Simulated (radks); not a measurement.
Question: These are the eigenvalues of the occupied orbitals of an atom or ion with whole-number occupations (hartree). Method: non-relativistic Kohn-Sham, TPSS, spin-polarised, spherical densities, point nucleus; meta-GGA in the generalised Kohn-Sham scheme; computed with a radial shooting solver on a logarithmic mesh with Libxc functionals.

orbital  eigenvalue
1s up     -279.4409
1s down   -279.4375
2s up     -35.37499
2s down   -35.27549
2p up     -31.01550
2p down   -30.93575
3s up      -6.36212
3s down    -6.14026
3p up      -5.03522
3p down    -4.81209
3d up      -2.84769
4s up      -1.79831

Which element is it, and in what charge state? The configuration may be excited. Open shells, if any, are filled with parallel spins first.

Answer: Z = 27, cobalt, charge +4: Co4+ in [Ar] 3d4 4s1. The list shows which subshells hold electrons but not how many an open one holds; the 1s level, -279.44 hartree, gives Z - s = 23.6 by -(Z - s)^2/2, which with screening narrows Z to a few neighbours, and the depths of the outer levels then fix element, charge and occupations together.
